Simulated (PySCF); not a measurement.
Mapped SMILES: `[CH3:1][NH:2][Si@H:3]1[N:4]=[CH:5][CH2:6][N:7]1[CH3:8]`. Hydrogens are named by the atom that carries them. Ha(C6) is cis to N2 on the ring; Hb(C6) is trans to N2 on the ring.

How the numbers were obtained: PBE0/pcSseg-1 with gauge-including orbitals, geometry from GFN2-xTB, in PySCF 2.14.0 with density-fitted response routines (no solvent model, fast rotation and ring inversion assumed for equivalent nuclei, no relativistic terms, single conformer).

Question: List the cross peaks expected in HSQC, COSY and HMBC spectra.

Answer: 

HSQC (one-bond C–H):
```
           δH          δC
 8.84 (H(C5))  184.9 (C5)
3.61 (Ha(C6))   67.0 (C6)
3.42 (Hb(C6))   67.0 (C6)
 2.97 (H(C1))   30.1 (C1)
 2.78 (H(C8))   34.0 (C8)
```

COSY cross peaks (H two or three bonds apart, from the bond graph; peaks can be absent where the dihedral angle is near 90°):
```
           δH             δH
 8.84 (H(C5))  3.61 (Ha(C6))
 8.84 (H(C5))  3.42 (Hb(C6))
3.61 (Ha(C6))  3.42 (Hb(C6))
```

HMBC (two and three bonds, from the bond graph):
```
           δH                                           δC
 8.84 (H(C5))                                    67.0 (C6)
5.18 (H(Si3))  184.9 (C5), 67.0 (C6), 34.0 (C8), 30.1 (C1)
3.61 (Ha(C6))                        184.9 (C5), 34.0 (C8)
3.42 (Hb(C6))                        184.9 (C5), 34.0 (C8)
 2.78 (H(C8))                                    67.0 (C6)
```

Scale: ¹H (31.72 ppm), ¹³C (186.93 ppm) against TMS (reference shieldings calculated alike).

Short H···H contacts in this conformer between protons four or more bonds apart (candidates for NOE cross peaks, intensity ∝ r⁻⁶): H(C1)···H(Si3) 2.56 Å, Ha(C6)···H(C8) 2.60 Å, Hb(C6)···H(C8) 2.61 Å.

OH and NH positions are those of a molecule without intermolecular hydrogen bonds; in solution they move with solvent, concentration and temperature, and exchange usually removes their couplings. Shifts are as computed. Against solution values, carbons near 30 ppm lie about +3 ppm off and those near 130 ppm about +5 ppm. Of 1309 compounds with measured shifts, 239 miss one by over three times the rms of a fit or turn the order of signals round; such compounds aren't used in these exercises.
